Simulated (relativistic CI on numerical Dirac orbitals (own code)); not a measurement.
## W³⁰⁺: sensitivity of the levels to the model

Base calculation: Dirac-Coulomb-Breit CI, separate exchange-only KLI orbitals for each configuration, QED by a radiative potential, unscaled Slater integrals.

CI space (outside the closed core [Ar] 3d10): 4s²4p⁶4d⁸, 4s²4p⁵4d⁹, 4s²4p⁶4d⁷4f, 4s4p⁶4d⁹, 4s²4p⁵4d⁸4f, 4s4p⁶4d⁸4f, 4s²4p⁶4d⁷5s, 4s²4p⁶4d⁶4f5s, 4s²4p⁶4d⁷5p, 4s²4p⁵4d⁸5s, 4s²4p⁶4d⁷5f, 4s²4p⁶4d⁶5s5p, 4p⁶4d⁹4f, 4s4p⁶4d⁷4f5s, 4s²4p⁶4d⁷6p, 4s²4p⁵4d⁸5d, 4s4p⁶4d⁸5p, 4s²4p⁶4d⁷6f, 4p⁶4d⁹5p, 4s²4p⁵4d⁸5g, 4s²4p⁶4d⁷7p, 4s²4p⁵4d⁸6s, 4s²4p⁶4d⁷7f, 4p⁶4d¹⁰, 4p⁵4d¹⁰4f, 4p⁶4d⁹5s, 4p⁵4d¹⁰5s, 4p⁵4d⁹4f5s. Double excitations out of closed p, d and f shells are left out; levels of such configurations are missing from the list, as are those of other unlisted configurations, and high levels can miss mixing partners. These lack a partner that the ground configuration has and come out too high: 4s²4p⁵4d⁸5d, 4s²4p⁵4d⁸5g, 4s²4p⁵4d⁸6s.

The lowest level and the first level of each name with at least 55 % of one term (blank where a level has no safe partner in the second run):

```tsv
Level	Base (cm⁻¹)	Shift (cm⁻¹)
4s²4p⁶4d⁸ ³F4	0	0
4s²4p⁶4d⁸ ³P0	93974	-20
4s²4p⁶4d⁸ ³F3	127102	+15
4s²4p⁶4d⁸ ³P1	172445	+4
4s²4p⁶4d⁸ ¹G4	176362	+2
4s²4p⁶4d⁸ ¹S0	366582	+2
4s²4p⁵4d⁹ ³F°4	1464032	-435
4s²4p⁶4d⁷4f ⁵I°8	1599183	-998
4s²4p⁵4d⁹ ³P°0	1628769	-596
```

At this charge energies of transitions that change n are usually good to better than 1 %, and those within a shell (Δn = 0) to a few per cent. Terms inside the open d or f shell come out 10 to 20 % too wide with unscaled integrals.

(1) One thing was changed in a second run, which moved the levels as shown. Which?
A. one mean potential for all configurations
B. Breit term removed
C. non-relativistic limit
D. configuration mixing switched off
E. QED terms removed

Answers

(1) A. One mean potential for all configurations. One potential for all configurations removes the relaxation of the orbitals, which moves whole configurations and changes the integrals a little.

LS names give the leading component of a level, which can be under half, so a name can repeat, a term be missing and a line seem to break the LS rules.
